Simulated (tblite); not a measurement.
Task: Give a GFN2-xTB geometry of InChI=1S/C5H5FN2/c6-3-5-1-2-7-8-4-5/h1-2,4H,3H2.

Result: 
```xyz
13
C5H5FN2 angstrom
F      2.3836   -1.0237    0.2434
C      1.8240    0.1466   -0.1952
C      0.3304    0.1235   -0.0769
C     -0.3691   -0.9626    0.4178
C     -1.7571   -0.8461    0.4727
N     -2.4027    0.2320    0.0774
N     -1.7482    1.2538   -0.3875
C     -0.4361    1.2280   -0.4705
H      2.1309    0.2776   -1.2403
H      2.2503    0.9542    0.4128
H      0.1386   -1.8564    0.7461
H     -2.3754   -1.6483    0.8485
H      0.0264    2.1221   -0.8661
```

Any rigid rotation of these coordinates is as good. Atoms count from 1 in this order. Of the pairs four or more bonds apart, F1···H11 is among the closest relative to their van der Waals radii: 2.45 Å, 92 % of the sum of Bondi's values. N7 (pyridine-type nitrogen) is bent (angle 120.7°). The 4 C–C bonds span 1.383 Å (C3–C4, aromatic) to 1.498 Å (C2–C3, drawn single), a spread of 0.115 Å. The 8 heavy atoms lie in one plane (0.001 Å rms).

Bonds between heavy atoms (Å): F1–C2 1.369, C2–C3 1.498, C3–C4 1.383, C4–C5 1.394, C5–N6 1.317, N6–N7 1.299, N7–C8 1.315, C3–C8 1.401.

Computed geometry: GFN2-xTB, gas phase.

Point group: Cs (every atom within 0.08 Å of its image). Its GFN2-xTB frequencies are all real (lowest 48 cm⁻¹). The numbers are those of one conformer (F1–C2–C3–C4 0°). 2 starts were optimised and ended at 0.00 and 1.31 kcal/mol (GFN2-xTB); the lowest of these is shown.

Time: under 0.1 s of wall time. Hardware: one thread, Arm Neoverse N1 (aarch64), shared host. That covers the optimisation of the geometry.
